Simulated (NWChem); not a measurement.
AlHSeF2; SMILES [F][Al]([F])[SeH]

```xyz
5

Al     0.0022    -0.9862     0.0000
F     -1.3973    -1.8653     0.0000
F      1.4469    -1.7916     0.0000
Se    -0.0734     1.2958     0.0000
H      1.3979     1.3503     0.0000
```
Atoms are numbered in this order, from 1.

The geometry was optimised at PBE0/def2-SVP.

Spin-orbit effects, on the heavy nuclei and on their neighbours, are missing.

Question: Give the principal values of the shielding tensors (ppm) of Al1, F2, F3, Se4 from Hartree-Fock/6-31G* (spherical d), GIAO (NWChem), with their diamagnetic and paramagnetic parts as GIAO splits them.

Answer: 
| atom | σ11 | σ22 | σ33 | isotropic | diamagnetic | paramagnetic |
|---|---|---|---|---|---|---|
| Al1 | 486.5 | 499.4 | 611.7 | 532.6 | 790.2 | -257.7 |
| F2 | 314.3 | 346.1 | 457.9 | 372.8 | 469.6 | -96.8 |
| F3 | 318.1 | 339.8 | 456.6 | 371.5 | 469.6 | -98.1 |
| Se4 | 2257.5 | 2398.6 | 2861.7 | 2505.9 | 2999.0 | -493.0 |
